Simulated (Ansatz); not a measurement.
Consider the ligand exchange at a Ge–C bond: `N=[CH][GeH2][CH2]Cl` + H₂S → `N=[CH][GeH2][SH]` + `CCl`.

Gas-phase electronic energies from Ansatz, PBE0-D4/def2-TZVP geometries. CCSD(T)/CBS is the MP2 limit (def2-TZVPP, def2-QZVPP) plus CCSD(T) − MP2 in def2-TZVPP, frozen cores. This one scheme is used for every species. For Ge outer-core shells are correlated without core-valence functions, which leaves a few kJ/mol of doubt a bond. Scalar relativity is left out up to krypton. Each species was taken in one conformer, which may not be the lowest.

`N=[CH][GeH2][CH2]Cl`:

Z-matrix (Å, degrees):
```
Ge
C 1 1.970
C 1 1.968 2 109.4
H 1 1.537 2 111.7 3 119.6
H 1 1.543 2 106.9 3 -118.9
N 2 1.265 1 125.7 3 120.3
H 2 1.095 1 117.7 3 -58.9
Cl 3 1.783 1 109.7 2 60.8
H 3 1.089 1 111.6 2 -180.0
H 3 1.089 1 111.1 2 -58.1
H 6 1.023 2 111.8 1 0.8
```

H₂S:

Z-matrix (Å, degrees):
```
S
H 1 1.341
H 1 1.341 2 92.3
```

`N=[CH][GeH2][SH]`:

Z-matrix (Å, degrees):
```
Ge
C 1 1.964
S 1 2.227 2 108.5
H 1 1.537 2 111.1 3 113.6
H 1 1.533 2 109.2 3 -121.9
N 2 1.265 1 118.7 3 120.9
H 2 1.100 1 117.9 3 -57.5
H 3 1.343 1 94.2 2 -64.0
H 6 1.023 2 111.7 1 -178.8
```

`CCl`:

Z-matrix (Å, degrees):
```
C
Cl 1 1.773
H 1 1.088 2 108.6
H 1 1.087 2 108.7 3 -120.0
H 1 1.088 2 108.7 3 120.0
```

```
              species  CCSD(T)/CBS(def2) energy (Eh)
`N=[CH][GeH2][CH2]Cl`                    -2670.27071
                  H₂S                     -398.97279
   `N=[CH][GeH2][SH]`                    -2569.63631
                `CCl`                     -499.63220
```

Problem. Work out ΔE.

Solution. ΔE = (-2569.63631) + (-499.63220) − (-2670.27071) − (-398.97279) = -0.02501 Eh = -65.7 kJ/mol.

Largest T1 diagnostic among the species: 0.012.

The D4 term adds +3.3 kJ/mol with B3LYP and +1.9 kJ/mol with PBE0; it sums over pairs of atoms, weighted by their polarisabilities, and B3LYP, whose exchange is more repulsive, gets the larger term. In def2-TZVPP, CCSD(T) changes the Hartree–Fock value by +17.7 kJ/mol (the triples alone add +1.4 kJ/mol) and MP2 by +15.3 kJ/mol.

B3LYP here is the variant with VWN-RPA as its local correlation; programs differ in this.
